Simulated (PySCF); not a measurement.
From one molecule to another.

First species: C7H8Cl2Si.
SMILES with atom numbers: `[CH3:1][C@H:2]1[SiH2:3][CH:4]=[C:5]1[C:6]#[C:7][CH:8]([Cl:9])[Cl:10]` (hydrogens: H11, H12, H13 on C1; H14 on C2; H15, H16 on Si3; H17 on C4; H18 on C8)

Geometry (GFN2-xTB, Å), atoms numbered from 1 in this order:
```
atom  x, y, z in Å
C1    -1.5229   -1.3570    0.1873
C2    -1.3595   -0.2556   -0.8490
Si3   -2.5454    1.2776   -0.7828
C4    -0.8053    1.9170   -0.4309
C5    -0.2264    0.7050   -0.5373
C6     1.1124    0.3263   -0.4028
C7     2.2585   -0.0256   -0.2566
C8     3.6122   -0.4729   -0.1508
Cl9    4.5499    0.0338   -1.6005
Cl10   3.6698   -2.2638   -0.0114
H11   -2.3873   -1.9750   -0.0478
H12   -1.6631   -0.9312    1.1793
H13   -0.6397   -1.9953    0.2138
H14   -1.2267   -0.7127   -1.8326
H15   -3.1668    1.6693   -2.0454
H16   -3.4931    1.2841    0.3285
H17   -0.3042    2.8489   -0.2236
H18    4.1289   -0.0665    0.7214
```

Second species: C7H15P.
Structure used (GFN2-xTB), in Å, numbered top down from 1:
```xyz
23
C7H15P angstrom
C     -2.972    0.826   -0.900
C     -2.279    0.315    0.356
C     -1.220   -0.738    0.033
P      0.153   -0.067   -1.051
C      1.631   -0.846   -0.234
C      2.851   -1.179   -1.058
C      1.390    0.581    0.181
C      1.105    0.941    1.617
H     -2.240    1.259   -1.579
H     -3.708    1.587   -0.650
H     -3.477    0.012   -1.416
H     -1.811    1.153    0.877
H     -3.022   -0.123    1.029
H     -0.812   -1.166    0.951
H     -1.681   -1.552   -0.535
H      1.403   -1.595    0.519
H      3.737   -1.208   -0.423
H      3.005   -0.429   -1.831
H      2.741   -2.149   -1.538
H      2.065    1.293   -0.292
H      0.661    1.933    1.685
H      2.040    0.950    2.180
H      0.435    0.229    2.090
```

Levels: PBE0/pcSseg-1 for dipole moment, HOMO energy, LUMO energy and HOMO–LUMO gap; GFN2-xTB for rotational constant A and rotational constant C. Geometries: GFN2-xTB. Each species is one conformer at its optimised geometry, gas phase, non-relativistic unless stated; the electronic structure was computed with PySCF and density fitting.

Dipoles, sizes and rotational constants follow the conformer. The torsions of the flexible species, by atom-mapped SMILES:
- `[CH3:1][CH2:2][CH2:3][P:4]1[C@@H:5]([CH3:6])[C@@H:7]1[CH3:8]`: C1–C2–C3–P4 62°, C2–C3–P4–C5 138°

Problem. Which has the higher rotational constant C?

Solution. The second: 0.858 GHz against 0.288 GHz, a difference of 0.570 GHz.

Problem. Which of the two has the higher HOMO–LUMO gap, and by how much?

Solution. The second: 7.33 eV against 5.59 eV, a difference of 1.74 eV.

Problem. Which of the two has the higher HOMO energy, and by how much?

Solution. The second: -6.66 eV against -7.37 eV, a difference of 0.71 eV.

Problem. Which has the higher LUMO energy?

Solution. The second: 0.67 eV against -1.78 eV, a difference of 2.45 eV.

Problem. Which has the higher rotational constant A?

Solution. The second: 2.891 GHz against 1.753 GHz, a difference of 1.138 GHz.

Problem. Which of the two has the higher dipole moment, and by how much?

Solution. The first: 2.39 D against 1.46 D, a difference of 0.93 D.

On the first: The dipole equals about 8.0 × 10⁻³⁰ C·m (1 D = 3.33564 × 10⁻³⁰ C·m).

On the second: In atomic units the dipole is 0.58 e·bohr (1 au = 2.5417 D).
